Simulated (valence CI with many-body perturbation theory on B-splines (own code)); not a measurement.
Which ion has this spectrum?

A relativistic CI+MBPT calculation for an atom or ion with 39 electrons gives these levels (eV):

| J | Parity | E | g |
| --- | --- | --- | --- |
| 3/2 | even | 0.000 | 0.73 |
| 5/2 | even | 30.264 | 1.06 |
| 3/2 | even | 32.901 | 1.17 |
| 7/2 | even | 35.073 | 1.04 |
| 9/2 | even | 35.172 | 1.04 |
| 1/2 | even | 35.393 | 1.81 |
| 5/2 | even | 45.738 | 1.24 |
| 7/2 | even | 64.657 | 1.13 |
| 9/2 | even | 66.961 | 1.13 |
| 3/2 | even | 68.881 | 1.11 |
| 1/2 | even | 70.261 | 1.51 |
| 5/2 | even | 70.706 | 1.30 |
| 11/2 | even | 71.364 | 1.09 |
| 5/2 | even | 74.861 | 1.09 |

The energies are calculated, and their last digits are not significant.

Problem. Which is it?
A. Tl42+
B. At46+
C. Bi44+
D. Hg41+

Solution. C. Bi44+, ground level (4d3/2^3) J=3/2.
